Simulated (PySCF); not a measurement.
NMR data simulated for an unnamed compound:

¹H NMR (400 MHz, computed): δ 5.25 (br s, 1H), 5.18 (m, 1H), 5.10 (m, 1H), 5.07 (m, 1H), 5.07 (br s, 1H), 4.81 (m, 1H), 2.95 (m, 1H), 2.69 (m, 1H), 2.63 (m, 1H), 1.92 (m, 1H), 1.84 (m, 1H), 1.52 (m, 1H).

¹³C{¹H} NMR (computed): δ 161.7 (C), 108.6 (CH2), 40.8 (CH), 40.4 (CH2), 33.9 (CH), 33.5 (CH2).

No solvent model, single conformer, non-relativistic Hamiltonian. Coordinates at the GFN2-xTB level; shielding tensors at PBE0/pcSseg-1 (GIAO); PySCF 2.14.

δ = σ(ref) − σ, references computed at the same level: ¹H, ¹³C against TMS.

Question: Which of these does the molecule contain: a non-aromatic C=C double bond, a Si–H bond, a (CH3)2CH unit, a CF3 group, a nitrile?

Answer: 
- A non-aromatic C=C double bond: yes.
- A Si–H bond: yes (δH 5.18 (m), 5.07 (m)).
- A (CH3)2CH unit: no.
- A CF3 group: no.
- A nitrile: no.

The data belong to `[SiH2]1O[SiH2][C@H]2CCC(=C)[C@H]21`, C6H12OSi2; they needn't prove each group on their own.

Carbon signals by region: 1 in the far downfield region (above 160 ppm), 1 in the sp2 and nitrile region (100–160 ppm), 4 below 50 ppm. Above 160 ppm: 161.7, fully substituted alkene carbon.

Shifts are as computed. Against solution values, carbons near 30 ppm lie about +3 ppm off and those near 130 ppm about +5 ppm. Of 1211 compounds with measured shifts, 218 miss one by over three times the rms of a fit or turn the order of signals round; such compounds aren't used in these exercises. No couplings were computed; multiplicities are counted from neighbouring protons, with m where these are inequivalent, close in shift, in a saturated or five-membered ring or joined by F or P, and br s for small geminal =CH2 splittings.
